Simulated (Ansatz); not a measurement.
CrCl, multiplicity 6 (the spin of the measured ground state), most abundant isotopes (51.9405 and 34.9689 u). Constants from fifth-degree fits in 1/R to seven points on the lowest solution found; no spin–orbit coupling, no relativity up to Kr; ω_e x_e and α_e move by some per cent with the fit.

Correlated levels freeze the inner cores; with def2 sets outer-core shells near the valence are correlated too.

Programs: Ansatz (Gaussian basis) for Hartree–Fock, density functionals and correlated methods. Each number belongs to the level named beside it.

Total energies (hartree; each atom in its lowest state at that level) and vibrational constants (cm⁻¹):

```
level               E(CrCl) at r_e         E(Cr)        E(Cl)  ω_e  ω_e x_e
------------------  --------------  ------------  -----------  ---  -------
PBE/def2-TZVPP        -1504.301150  -1044.198565  -459.958430  399      1.7
B3LYP/def2-TZVPP      -1504.756062  -1044.450013  -460.167005  388      1.6
wB97M-V/def2-TZVPP    -1504.627209  -1044.356375  -460.125172  387      1.6
CCSD(T)/def2-QZVPP    -1503.639073  -1043.803187  -459.695345  432      1.5
```

**Question.** Work out D_e and D₀ in eV.

**Answer.** 
D_e = E(Cr) + E(Cl) − E(molecule), times 27.2114 eV; D₀ = D_e − (ω_e/2 − ω_e x_e/4)/8065.54.
- PBE/def2-TZVPP: D_e = 3.923, zero point 0.025, D₀ = 3.898 eV
- B3LYP/def2-TZVPP: D_e = 3.784, zero point 0.024, D₀ = 3.760 eV
- wB97M-V/def2-TZVPP: D_e = 3.964, zero point 0.024, D₀ = 3.940 eV
- CCSD(T)/def2-QZVPP: D_e = 3.824, zero point 0.027, D₀ = 3.798 eV
No counterpoise correction is made.

Doubts at one or more of the structures used: T1 above 0.05 (CCSD(T)/def2-QZVPP).

Ansatz is a quantum-chemistry and plane-wave program.
